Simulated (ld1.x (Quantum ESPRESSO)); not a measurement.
**An all-electron radial function and its pseudo partner (Br)**

Columns: radius, all-electron u(r) and pseudo u(r) of the 4p shell (level -17.64 eV) of bromine in the configuration [Ar] 3d10 4s2 4p4; LDA (PZ), scalar-relativistic, TM semilocal scheme, ld1.x (Quantum ESPRESSO) 7.5.

```json
{"r (bohr)": "0.088", "all-electron": "0.2229", "pseudo": "0.0041"}
{"r (bohr)": "0.175", "all-electron": "0.0800", "pseudo": "0.0164"}
{"r (bohr)": "0.262", "all-electron": "-0.1802", "pseudo": "0.0368"}
{"r (bohr)": "0.350", "all-electron": "-0.3381", "pseudo": "0.0659"}
{"r (bohr)": "0.438", "all-electron": "-0.3599", "pseudo": "0.1035"}
{"r (bohr)": "0.525", "all-electron": "-0.2848", "pseudo": "0.1491"}
{"r (bohr)": "0.612", "all-electron": "-0.1560", "pseudo": "0.2028"}
{"r (bohr)": "0.700", "all-electron": "-0.0038", "pseudo": "0.2648"}
{"r (bohr)": "0.788", "all-electron": "0.1495", "pseudo": "0.3333"}
{"r (bohr)": "0.875", "all-electron": "0.2902", "pseudo": "0.4054"}
{"r (bohr)": "0.962", "all-electron": "0.4140", "pseudo": "0.4790"}
{"r (bohr)": "1.050", "all-electron": "0.5195", "pseudo": "0.5516"}
{"r (bohr)": "1.138", "all-electron": "0.6049", "pseudo": "0.6183"}
{"r (bohr)": "1.225", "all-electron": "0.6707", "pseudo": "0.6751"}
{"r (bohr)": "1.312", "all-electron": "0.7195", "pseudo": "0.7205"}
{"r (bohr)": "1.400", "all-electron": "0.7535", "pseudo": "0.7536"}
{"r (bohr)": "1.487", "all-electron": "0.7740", "pseudo": "0.7740"}
{"r (bohr)": "1.575", "all-electron": "0.7835", "pseudo": "0.7835"}
{"r (bohr)": "1.662", "all-electron": "0.7835", "pseudo": "0.7835"}
{"r (bohr)": "1.750", "all-electron": "0.7758", "pseudo": "0.7758"}
{"r (bohr)": "1.838", "all-electron": "0.7618", "pseudo": "0.7618"}
{"r (bohr)": "1.925", "all-electron": "0.7430", "pseudo": "0.7430"}
{"r (bohr)": "2.012", "all-electron": "0.7204", "pseudo": "0.7204"}
{"r (bohr)": "2.100", "all-electron": "0.6947", "pseudo": "0.6947"}
{"r (bohr)": "2.188", "all-electron": "0.6670", "pseudo": "0.6670"}
{"r (bohr)": "2.275", "all-electron": "0.6381", "pseudo": "0.6381"}
```

Problem. How many radial nodes do the two functions have?

Solution. The all-electron 4p function has n − l − 1 = 2; the pseudo-wave has 0, since the states of the same l below it are removed with the core.

Problem. At about which radius was the pseudo-wave matched?

Solution. 1.65 bohr. The columns agree to 0.0005 from 1.40 bohr on; several derivatives are matched, so the curves merge somewhat inside the radius.

Problem. Is the pseudo-wave norm-conserving?

Solution. Yes: the TM semilocal scheme keeps the norm inside the radius equal to the all-electron one, which fixes the energy derivative of the logarithmic derivative at the level.
